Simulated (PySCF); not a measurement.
CF, SMILES [C]F (connectivity only; charge and spin as stated), charge +1, multiplicity 1. Heavy atoms are numbered as in [C:1][F:2].

Coordinates come from a PBE0-D3(BJ)/def2-TZVPD optimisation.

Level of theory: PBE/pcSseg-2 in PySCF.

GIAO shieldings, no solvent; atoms alike by connectivity are averaged. δ = σ(ref) − σ: ¹³C against TMS (σ = 181.4 ppm); ¹⁹F against CFCl3 (σ = 132.0 ppm), references at their B3LYP-D3(BJ)/def2-TZVP geometries, non-relativistic.

Computed chemical shifts:
```
nucleus  atoms  count  δ (ppm)
-------  -----  -----  -------
¹³C         C1      1    230.1
¹⁹F         F2      1    232.5
```
